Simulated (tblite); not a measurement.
Compound: C8H11F2P.
Geometry (GFN2-xTB, Å), atoms numbered from 1 in this order:
```xyz
22
C8H11F2P angstrom
C     -2.7571    1.0489    0.6008
C     -1.7690    1.1189   -0.5635
C     -0.8887   -0.0861   -0.5745
C     -0.9390   -1.1011   -1.4569
C      0.0080   -2.1537   -1.1957
F      0.0786   -3.2196   -2.0077
C      0.7993   -1.9316   -0.1297
F      1.7453   -2.7685    0.3263
P      0.2789   -0.4450    0.7819
C      1.6639    0.7224    0.3120
C      2.9320    0.3878    1.0848
H     -2.2178    0.9887    1.5446
H     -3.3865    0.1670    0.5092
H     -3.3916    1.9314    0.6144
H     -1.1600    2.0209   -0.4578
H     -2.3117    1.1825   -1.5089
H     -1.5939   -1.1521   -2.3112
H      1.8287    0.6648   -0.7668
H      1.3182    1.7287    0.5621
H      3.2738   -0.6174    0.8488
H      3.7240    1.0887    0.8285
H      2.7542    0.4437    2.1570
```

Computed values, GFN2-xTB/tblite, gas phase, harmonic and unscaled. The method is semi-empirical: single wavenumbers can be off by several per cent or more. One conformer, not necessarily the lowest.

Harmonic wavenumbers (cm⁻¹): 25.4, 61.4, 85.8, 99.1, 124.1, 181.1, 203.3, 224.9, 241.9, 250.6, 266.0, 295.2, 385.7, 401.4, 437.5, 511.5, 540.1, 561.5, 649.8, 680.1, 709.0, 772.7, 825.5, 835.8, 969.8, 982.2, 990.7, 1009.5, 1064.3, 1071.0, 1077.1, 1123.7, 1161.7, 1194.6, 1214.1, 1233.3, 1240.5, 1303.9, 1327.0, 1405.7, 1409.9, 1436.6, 1473.3, 1489.5, 1489.8, 1493.4, 1497.1, 1573.9, 1637.7, 2947.1, 2951.0, 2953.7, 2978.9, 3023.8, 3025.9, 3031.1, 3039.9, 3042.9, 3043.3, 3107.0.

A = 1070, B = 845.4, C = 538.0 MHz; mass 176.057 u (most abundant isotopes); point group C1, symmetry number 1.

**Question.** What is the zero-point energy?

**Answer.** Half the sum of the wavenumbers: 37192 cm⁻¹ = 444.91 kJ/mol.

**Question.** What is S at 200 K and 1 bar for an ideal gas of classical rigid rotors and harmonic oscillators?

**Answer.** Translation 165.04, rotation 124.18, vibration 115.49: S = 404.7 J/(mol K).

**Question.** And Cp and H(200 K) − H(0)?

**Answer.** Cp = 150.39 J/(mol K), of which vibrations give 117.13 (their classical limit is 60 R = 498.9); H(200 K) − H(0) = 18.90 kJ/mol without the zero-point energy, 12.25 from vibrations.

**Question.** How do the functions run with temperature in this model?

**Answer.** 
```tsv
T (K)	S (J/(mol K))	Cp (J/(mol K))	H − H(0) (kJ/mol)	G − H(0) (kJ/mol)	ln q(vib)
100	320.2	97.6	6.40	-25.62	2.80
300	474.9	199.2	36.38	-106.10	10.13
500	598.0	286.1	85.31	-213.69	16.95
800	752.6	370.5	184.97	-417.09	26.38
1000	839.4	406.7	262.88	-576.48	32.11
```

q(vib) and H(0) count from the zero-point level.

**Question.** What must be added to the electronic energy to get the Gibbs energy at 200 K and 1 bar?

**Answer.** ZPE + [H(200 K) − H(0)] − T·S = 444.91 + 18.90 − 80.94 = 382.87 kJ/mol.

**Question.** Blend soft modes into free rotors: weight 1/[1 + (100 cm⁻¹/ν̃)⁴] for the oscillator and the rest for a rotor with moment μB/(μ + B), μ = h/(8π²ν), B = 10⁻⁴⁴ kg m². What vibrational entropy results?

**Answer.** 105.45 J/(mol K) in place of 115.49, which changes −T·S at 200 K by +2.01 kJ/mol.

Hindered rotation and anharmonicity are outside this model. Other conformers, if any are populated, would add a mixing term that is left out. The structure is chiral; the term R ln 2 for an equal mix with its mirror image is left out.
